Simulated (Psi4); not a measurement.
CH$_{2}$NO, doublet, geometry from GFN2-xTB; CCSD(T)/aug-cc-pVDZ in Psi4 1.11.

Input for Psi4:
```
memory 2 GB

molecule mol {
0 2
  O    -0.262395    1.207920   -0.014006
  C    -0.414676    0.016799    0.000615
  N     0.434856   -0.993775    0.011091
  H     0.095012   -1.939934    0.023137
  H     1.448207   -0.867797    0.007580
}

set basis aug-cc-pvdz
set reference uhf
set freeze_core true

energy('ccsd(t)')
print_variables()
```

### Question
What does Psi4 print? Leave out banner, timings and long lists.

### Answer

```
   => Loading Basis Set <=

    Name: AUG-CC-PVDZ
    Role: ORBITAL
    Keyword: BASIS

         ---------------------------------------------------------
                                   SCF
               by Justin Turney, Rob Parrish, Andy Simmonett
                          and Daniel G. A. Smith
                              UHF Reference
         ---------------------------------------------------------

  ==> Geometry <==

    Molecular point group: c1
    Full point group: C1

    Geometry (in Angstrom), charge = 0, multiplicity = 2:

       Center              X                  Y                   Z               Mass
    ------------   -----------------  -----------------  -----------------  -----------------
         O           -0.227667534163     1.144835944791    -0.013315774884    15.994914619570
         C           -0.379948534163    -0.046285055209     0.001305225116    12.000000000000
         N            0.469583465837    -1.056859055209     0.011781225116    14.003074004430
         H            0.129739465837    -2.003018055209     0.023827225116     1.007825032230
         H            1.482934465837    -0.930881055209     0.008270225116     1.007825032230

  Running in c1 symmetry.

  Rotational constants: A =      4.54062  B =      0.36870  C =      0.34101 [cm^-1]
  Rotational constants: A = 136124.21796  B =  11053.24275  C =  10223.12804 [MHz]
  Nuclear repulsion =   64.454177347239991

  Charge       = 0
  Multiplicity = 2
  Electrons    = 23
  Nalpha       = 12
  Nbeta        = 11

  ==> Algorithm <==

  SCF Algorithm Type is PK.
  DIIS enabled.
  MOM disabled.
  Fractional occupation disabled.
  Guess Type is SAD.
  Energy threshold   = 1.00e-08
  Density threshold  = 1.00e-08
  Integral threshold = 1.00e-12

  ==> Primary Basis <==

  Basis Set: AUG-CC-PVDZ
    Blend: AUG-CC-PVDZ
    Number of shells: 37
    Number of basis functions: 87
    Number of Cartesian functions: 93
    Spherical Harmonics?: true
    Max angular momentum: 2

  ==> Integral Setup <==

  Using in-core PK algorithm.
   Calculation information:
      Number of atoms:                   5
      Number of AO shells:              37
      Number of primitives:             89
      Number of atomic orbitals:        93
      Number of basis functions:        87

      Integral cutoff                 1.00e-12
      Number of threads:                 1

  Performing in-core PK
  Using 14657412 doubles for integral storage.
  We computed 247418 shell quartets total.
  Whereas there are 247456 unique shell quartets.

  ==> DiskJK: Disk-Based J/K Matrices <==

    J tasked:                  Yes
    K tasked:                  Yes
    wK tasked:                  No
    Schwarz Cutoff:          1E-12

  Minimum eigenvalue in the overlap matrix is 3.5051994242E-04.
  Reciprocal condition number of the overlap matrix is 4.4043335532E-05.
    Using symmetric orthogonalization.

  ==> Pre-Iterations <==

  SCF Guess: Superposition of Atomic Densities via on-the-fly atomic UHF (no occupation information).

   -------------------------
    Irrep   Nso     Nmo
   -------------------------
     A         87      87
   -------------------------
    Total      87      87
   -------------------------

  ==> Iterations <==

                        Total Energy        Delta E     RMS |[F,P]|

   @UHF iter SAD:  -167.49735254327513   -1.67497e+02   0.00000e+00
   @UHF iter   1:  -168.22874049951278   -7.31388e-01   5.56456e-03 ADIIS/DIIS
   @UHF iter   2:  -168.29812826676437   -6.93878e-02   3.65964e-03 ADIIS/DIIS
   @UHF iter   3:  -168.33462599465304   -3.64977e-02   7.01265e-04 ADIIS/DIIS
   @UHF iter   4:  -168.33663649312479   -2.01050e-03   2.71184e-04 ADIIS/DIIS
   @UHF iter   5:  -168.33703303720222   -3.96544e-04   7.07343e-05 DIIS
   @UHF iter   6:  -168.33708310399592   -5.00668e-05   3.23479e-05 DIIS
   @UHF iter   7:  -168.33709625354226   -1.31495e-05   1.55190e-05 DIIS
   @UHF iter   8:  -168.33710026445883   -4.01092e-06   7.78899e-06 DIIS
   @UHF iter   9:  -168.33710180532310   -1.54086e-06   4.53041e-06 DIIS
   @UHF iter  10:  -168.33710254741098   -7.42088e-07   2.42402e-06 DIIS
   @UHF iter  11:  -168.33710276795901   -2.20548e-07   1.27068e-06 DIIS
   @UHF iter  12:  -168.33710282054307   -5.25841e-08   6.91707e-07 DIIS
   @UHF iter  13:  -168.33710283656799   -1.60249e-08   2.89236e-07 DIIS
   @UHF iter  14:  -168.33710283891702   -2.34903e-09   1.21644e-07 DIIS
   @UHF iter  15:  -168.33710283925257   -3.35547e-10   6.68329e-08 DIIS
   @UHF iter  16:  -168.33710283935110   -9.85381e-11   3.94184e-08 DIIS
   @UHF iter  17:  -168.33710283938120   -3.00986e-11   1.45952e-08 DIIS
   @UHF iter  18:  -168.33710283938615   -4.94538e-12   5.99781e-09 DIIS
  Energy and wave function converged.

  ==> Post-Iterations <==

   @Spin Contamination Metric:   1.237369476E-02
   @S^2 Expected:                7.500000000E-01
   @S^2 Observed:                7.623736948E-01
   @S   Expected:                5.000000000E-01
   @S   Observed:                5.000000000E-01

    Orbital Energies [Eh]
    ---------------------

    Alpha Occupied:

[...]
    Alpha Virtual:

[...]
    Beta Occupied:

[...]
    Beta Virtual:

[...]
      87A      4.130019

    Final Occupation by Irrep:
              A
    DOCC [    11 ]
    SOCC [     1 ]
    NA   [    12 ]
    NB   [    11 ]

  @UHF Final Energy:  -168.33710283938615

   => Energetics <=

    Nuclear Repulsion Energy =             64.4541773472399910
    One-Electron Energy =                -357.0708403073739987
    Two-Electron Energy =                 124.2795601207478740
    Total Energy =                       -168.3371028393861479

  UHF NO Occupations:
  HONO-2 :   10  A 1.9992630
  HONO-1 :   11  A 1.9955011
  HONO-0 :   12  A 1.0000000
  LUNO+0 :   13  A 0.0044989
  LUNO+1 :   14  A 0.0007370
  LUNO+2 :   15  A 0.0006209
  LUNO+3 :   16  A 0.0001941

Computation Completed

Properties will be evaluated at   0.000000,   0.000000,   0.000000 [a0]

[...]
     4        -0.498406817697256    7.353e-03    0.029535    0.000000    0.000000    0.000000
     5        -0.498261648579172    3.968e-03    0.030554    0.000000    0.000000    0.000000
     6        -0.498303227719446    1.617e-03    0.030968    0.000000    0.000000    0.000000
     7        -0.498317451897595    8.071e-04    0.031091    0.000000    0.000000    0.000000
     8        -0.498316310486663    2.517e-04    0.031097    0.000000    0.000000    0.000000
     9        -0.498324002843704    1.107e-04    0.031104    0.000000    0.000000    0.000000
    10        -0.498319837764977    4.730e-05    0.031106    0.000000    0.000000    0.000000
    11        -0.498319467634492    2.225e-05    0.031103    0.000000    0.000000    0.000000
    12        -0.498319488060884    1.028e-05    0.031105    0.000000    0.000000    0.000000
    13        -0.498319475346025    4.673e-06    0.031105    0.000000    0.000000    0.000000
    14        -0.498319614754942    1.913e-06    0.031105    0.000000    0.000000    0.000000
    15        -0.498319635604733    9.862e-07    0.031105    0.000000    0.000000    0.000000
    16        -0.498319630397271    3.633e-07    0.031105    0.000000    0.000000    0.000000
    17        -0.498319629979205    2.070e-07    0.031105    0.000000    0.000000    0.000000
    18        -0.498319632301595    6.144e-08    0.031105    0.000000    0.000000    0.000000

    Iterations converged.

    Largest TIA Amplitudes:
              8   0         0.0340284792
              5   9        -0.0332643945
              8   5        -0.0318511976
              5   7        -0.0252092306
              8  18         0.0192014499
              8   6         0.0177323123
              5  13        -0.0149878611
              7   7        -0.0133288873
              8  10        -0.0128695406
              5   3        -0.0116829259

    Largest Tia Amplitudes:
              5  10        -0.0417056596
              6   8         0.0403136345
              6   2        -0.0389655727
              5  14        -0.0230672987
              6   4         0.0207305803
              6   0         0.0160190717
              5   7        -0.0143339513
              6  51         0.0123926141
              7   7        -0.0117155718
              5   3        -0.0105221144

    Largest TIJAB Amplitudes:
      7   6  25   9         0.0093378112
      7   3  34  30        -0.0077183334
      8   7  32   9         0.0072622137
      8   7  23   9        -0.0069700552
      7   6  25  13         0.0067317347
      7   6  25   7         0.0067202828
      5   4  35   9        -0.0064009869
      7   3   9   8        -0.0061295680
      8   5  18   9        -0.0060476584
      8   7   7   5         0.0059323359

    Largest Tijab Amplitudes:
      6   5  10   8        -0.0138338196
      7   6  10   8         0.0120572261
      7   6  14   2        -0.0116565861
      7   6  10   2        -0.0114387862
      7   6  14   8         0.0112499252
      6   5  10   2         0.0108398744
      6   4  37   8         0.0106951297
      6   4  26   8         0.0097955503
      6   5  14   8        -0.0095075609
      5   4  37  10        -0.0093709202

    Largest TIjAb Amplitudes:
      7   7   9  10        -0.0293394709
      5   5   9  10        -0.0292946643
      5   5   7  10        -0.0251037760
      7   7   9  14        -0.0232557411
      7   7  13  14        -0.0200027165
      5   6   7   8         0.0198644632
      7   7  13  10        -0.0193533410
      5   6   9   8         0.0185745503
      7   7   7  14        -0.0170153537
      5   6   7   2        -0.0168995148

    SCF energy       (wfn)                    = -168.337102839386148
    Reference energy (file100)                = -168.337102839386205

    Opposite-spin MP2 correlation energy      =   -0.353070840496620
    Same-spin MP2 correlation energy          =   -0.130844056728595
    Singles MP2 correlation energy            =   -0.000000000000000
    MP2 correlation energy                    =   -0.483914897225215
      * MP2 total energy                      = -168.821017736611424

    Opposite-spin CCSD correlation energy     =   -0.382432041770279
    Same-spin CCSD correlation energy         =   -0.115887590531317
    Singles CCSD correlation energy           =    0.000000000000000
    CCSD correlation energy                   =   -0.498319632301595
      * CCSD total energy                     = -168.835422471687792

            **************************
            *                        *
            *        CCTRIPLES       *
            *                        *
            **************************

    Wave function   =    CCSD_T
    Reference wfn   =      UHF

    Nuclear Rep. energy (wfn)                =   64.454177347239991
    SCF energy          (wfn)                = -168.337102839386148
    Reference energy    (file100)            = -168.337102839386205
    CCSD energy         (file100)            =   -0.498319632301595
    Total CCSD energy   (file100)            = -168.835422471687792

    Number of ijk index combinations:
    Spin Case AAA:                                  84
    Spin Case BBB:                                  56
    Spin Case AAB:                                 288
    Spin Case ABB:                                 252
    AAA (T) energy                             =   -0.000506694986313
    BBB (T) energy                             =   -0.000501114489609
    AAB (T) energy                             =   -0.009123510515823
    ABB (T) energy                             =   -0.008947394379827
    (T) energy                                   =   -0.019078714371571
      * CCSD(T) total energy                     = -168.854501186059366

  Variable Map:
  ----------------------------------------------------------------------------
[...]
  Array Variable Map:
  ----------------------------------------------------------------------------
[...]
[...]
```
